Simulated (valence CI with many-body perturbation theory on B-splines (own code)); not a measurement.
**I21+: calculated level list**

Calculated by relativistic CI+MBPT: four valence electrons over a frozen Dirac-Fock core [Ar] 3d10, a basis of 11 s, 11 p, 9 d, 7 f, 5 g, 2 h, 1 i functions for each j, with the one-electron correlation potential Σ1, the two-electron term Σ2, the three-electron term Σ3, Breit, model QED; selected CI, second order for the rest (own B-spline code, finite nucleus).

No measured levels were compared; by estimate levels hold to about 250 cm⁻¹ or 0.2 % of their energy and the worst to 1 %, as in measured heavy ions of charge 2 to 7; those with d or f electrons hold less well.

Levels 1 to 45 of 71, with energies above the lowest level, (4s^2 4p1/2^2) J=0. "Leading %" is the weight of the configuration and term that name the level; weights of strongly mixed levels are sums over their largest components and can fall short. In the jj column 3d3/2^4 stands for four electrons in 3d with j = 3/2. Lifetimes count E1, E2, E3, M1 and M2 decay at the calculated energies, and are blank where another channel may lead or the interval is too uncertain; long ones can be off by a factor of two.

| No. | Configuration | Term | J | E (eV) | Leading % | Second component | Leading jj | Lifetime |
| --- | --- | --- | --- | --- | --- | --- | --- | --- |
| 1 | 4s²4p² | ³P | 0 | 0.00 | 78 | 21 % 4s²4p² ¹S | 4s^2 4p1/2^2 (97 %) |  |
| 2 | 4s²4p² | ³P | 1 | 12.46 | 98 |  | 4s^2 4p1/2 4p3/2 (98 %) | 69.7 μs |
| 3 | 4s²4p² | ¹D | 2 | 14.82 | 53 | 45 % 4s²4p² ³P | 4s^2 4p1/2 4p3/2 (97 %) | 7.49 ms |
| 4 | 4s²4p² | ³P | 2 | 29.10 | 53 | 45 % 4s²4p² ¹D | 4s^2 4p3/2^2 (96 %) | 30.1 μs |
| 5 | 4s²4p² | ¹S | 0 | 34.79 | 77 | 21 % 4s²4p² ³P | 4s^2 4p3/2^2 (96 %) | 14.7 μs |
| 6 | 4s4p³ | ⁵S° | 2 | 58.77 | 66 | 25 % 4s4p³ ³P° | 4s 4p1/2^2 4p3/2 (77 %) | 356 ps |
| 7 | 4s4p³ | ³D° | 1 | 67.54 | 57 | 22 % 4s4p³ ³P° | 4s 4p1/2^2 4p3/2 (77 %) | 35.0 ps |
| 8 | 4s4p³ | ³D° | 2 | 71.88 | 58 | 24 % 4s4p³ ⁵S° | 4s 4p1/2 4p3/2^2 (81 %) | 113 ps |
| 9 | 4s4p³ | ³D° | 3 | 75.77 | 94 | 5 % 4s²4p4d ³D° | 4s 4p1/2 4p3/2^2 (94 %) | 126 ps |
| 10 | 4s4p³ | ³P° | 0 | 80.74 | 95 |  | 4s 4p1/2 4p3/2^2 (95 %) | 37.9 ps |
| 11 | 4s4p³ | ³P° | 1 | 82.46 | 59 | 23 % 4s4p³ ³D° | 4s 4p1/2 4p3/2^2 (82 %) | 24.7 ps |
| 12 | 4s4p³ | ¹D° | 2 | 83.14 | 44 | 19 % 4s4p³ ³D° | 4s 4p1/2 4p3/2^2 (68 %) | 27.1 ps |
| 13 | 4s4p³ | ³S° | 1 | 88.47 | 49 | 32 % 4s4p³ ¹P° | 4s 4p1/2 4p3/2^2 (80 %) | 6.64 ps |
| 14 | 4s4p³ | ³P° | 2 | 93.64 | 36 | 18 % 4s²4p4d ³F° | 4s 4p3/2^3 (60 %) | 65.9 ps |
| 15 | 4s²4p4d | ³F° | 2 | 96.88 | 66 | 20 % 4s4p³ ¹D° | 4s^2 4p1/2 4d3/2 (60 %) | 22.9 ps |
| 16 | 4s²4p4d | ³F° | 3 | 101.77 | 82 | 8 % 4s²4p4d ³D° | 4s^2 4p1/2 4d5/2 (79 %) | 27.0 ps |
| 17 | 4s4p³ | ¹P° | 1 | 103.84 | 37 | 26 % 4s4p³ ³S° | 4s 4p3/2^3 (65 %) | 6.39 ps |
| 18 | 4s²4p4d | ³P° | 2 | 104.58 | 48 | 21 % 4s²4p4d ³D° | 4s^2 4p1/2 4d5/2 (87 %) | 5.59 ps |
| 19 | 4s²4p4d | ³D° | 1 | 105.57 | 53 | 15 % 4s²4p4d ³P° | 4s^2 4p1/2 4d3/2 (70 %) | 3.34 ps |
| 20 | 4s²4p4d | ³F° | 4 | 112.72 | 98 |  | 4s^2 4p3/2 4d5/2 (98 %) | 67.9 μs |
| 21 | 4s²4p4d | ¹D° | 2 | 115.47 | 41 | 36 % 4s²4p4d ³D° | 4s^2 4p3/2 4d3/2 (68 %) | 4.13 ps |
| 22 | 4s²4p4d | ³P° | 0 | 116.80 | 94 |  | 4s^2 4p3/2 4d3/2 (94 %) | 4.74 ps |
| 23 | 4s²4p4d | ³D° | 3 | 117.63 | 64 | 15 % 4s²4p4d ¹F° | 4s^2 4p3/2 4d3/2 (54 %) | 3.64 ps |
| 24 | 4s²4p4d | ³P° | 1 | 117.95 | 65 | 25 % 4s²4p4d ³D° | 4s^2 4p3/2 4d3/2 (81 %) | 4.16 ps |
| 25 | 4s²4p4d | ³P° | 2 | 119.80 | 44 | 33 % 4s²4p4d ³D° | 4s^2 4p3/2 4d5/2 (68 %) | 4.70 ps |
| 26 | 4s²4p4d | ¹F° | 3 | 125.41 | 76 | 20 % 4s²4p4d ³D° | 4s^2 4p3/2 4d5/2 (66 %) | 3.30 ps |
| 27 | 4s²4p4d | ¹P° | 1 | 127.38 | 76 | 11 % 4s²4p4d ³D° | 4s^2 4p3/2 4d5/2 (81 %) | 4.62 ps |
| 28 | 4p⁴ | ³P | 2 | 131.99 | 57 | 22 % 4p⁴ ¹D | 4p1/2^2 4p3/2^2 (80 %) | 20.7 ps |
| 29 | 4p⁴ | ³P | 0 | 138.24 | 45 | 40 % 4p⁴ ¹S | 4p1/2^2 4p3/2^2 (81 %) | 14.8 ps |
| 30 | 4s4p²4d | ⁵F | 1 | 140.56 | 69 | 15 % 4s4p²4d ³D | 4s 4p1/2^2 4d3/2 (77 %) | 153 ps |
| 31 | 4s4p²4d | ⁵F | 2 | 142.23 | 56 | 20 % 4s4p²4d ⁵D | 4s 4p1/2^2 4d3/2 (53 %) | 65.4 ps |
| 32 | 4p⁴ | ³P | 1 | 145.52 | 71 | 19 % 4s4p²4d ³P | 4p1/2 4p3/2^3 (71 %) | 17.4 ps |
| 33 | 4s4p²4d | ⁵F | 3 | 145.62 | 44 | 32 % 4s4p²4d ⁵D | 4s 4p1/2^2 4d5/2 (64 %) | 40.1 ps |
| 34 | 4p⁴ | ¹D | 2 | 146.92 | 53 | 21 % 4p⁴ ³P | 4p1/2 4p3/2^3 (73 %) | 23.8 ps |
| 35 | 4s4p²4d | ⁵D | 0 | 151.02 | 91 | 6 % 4s4p²4d ³P | 4s 4p1/2 4p3/2 4d3/2 (93 %) | 189 ps |
| 36 | 4s4p²4d | ⁵D | 2 | 151.70 | 37 | 26 % 4s4p²4d ³F | 4s 4p1/2 4p3/2 4d3/2 (78 %) | 47.7 ps |
| 37 | 4s4p²4d | ⁵D | 1 | 151.75 | 75 | 11 % 4s4p²4d ⁵F | 4s 4p1/2 4p3/2 4d3/2 (80 %) | 47.6 ps |
| 38 | 4s4p²4d | ⁵F | 3 | 152.36 | 41 | 26 % 4s4p²4d ³F | 4s 4p1/2 4p3/2 4d3/2 (72 %) | 51.0 ps |
| 39 | 4s4p²4d | ⁵F | 4 | 152.69 | 73 | 22 % 4s4p²4d ⁵D | 4s 4p1/2 4p3/2 4d5/2 (82 %) | 1.33 ns |
| 40 | 4s4p²4d | ³F | 2 | 153.70 | 48 | 9 % 4s4p²4d ⁵F | 4s 4p1/2^2 4d5/2 (29 %) | 16.7 ps |
| 41 | 4s4p²4d | ⁵D | 4 | 155.02 | 42 | 37 % 4s4p²4d ³F | 4s 4p1/2 4p3/2 4d3/2 (48 %) | 509 ps |
| 42 | 4s4p²4d | ⁵F | 5 | 157.02 | 75 | 24 % 4s4p²4d ³G | 4s 4p1/2 4p3/2 4d5/2 (81 %) | 563 ps |
| 43 | 4s4p²4d | ³P | 2 | 158.91 | 31 | 22 % 4s4p²4d ³F | 4s 4p1/2 4p3/2 4d5/2 (62 %) | 10.8 ps |
| 44 | 4s4p²4d | ³F | 3 | 158.98 | 42 | 42 % 4s4p²4d ⁵P | 4s 4p1/2 4p3/2 4d5/2 (64 %) | 8.02 ps |
| 45 | 4s4p²4d | ⁵D | 3 | 161.49 | 35 | 24 % 4s4p²4d ⁵P | 4s 4p1/2 4p3/2 4d5/2 (55 %) | 7.58 ps |

The ionisation energy to 4s²4p ²P°1/2 of the next ion comes out as 650.03 eV (NIST: 649 ± 4 eV (theoretical)). All 71 levels together are meant to be complete up to 179.60 eV.
